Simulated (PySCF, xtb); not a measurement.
Si(H)2(Me)(OAc) (C3H8O2Si), SMILES C[SiH2]OC(C)=O. The values are those of a single conformer.

Harmonic wavenumbers (cm⁻¹) from GFN2-xTB run with xtb 6.7.1 at its own minimum, in rising order: 49, 64, 79, 107, 129, 223, 352, 464, 567, 585, 625, 705, 728, 759, 785, 828, 845, 963, 1003, 1010, 1224, 1363, 1367, 1444, 1445, 1472, 1477, 1769, 2281, 2303, 3020, 3030, 3033, 3036, 3053, 3065.

Question: What does PBE0-D3(BJ)/def2-SVP in PySCF give at its own minimum? (Estimate from the structure and the level; the computed values follow.)

Answer: 76, 102, 112, 146, 167, 243, 377, 501, 597, 612, 686, 722, 763, 796, 882, 922, 961, 980, 1022, 1054, 1260, 1313, 1400, 1420, 1435, 1437, 1444, 1858, 2261, 2263, 3063, 3079, 3166, 3171, 3187, 3218. Paired by order, the mean absolute difference is 52 cm⁻¹ and the zero-point energies are 64.7 and 66.8 kcal/mol.
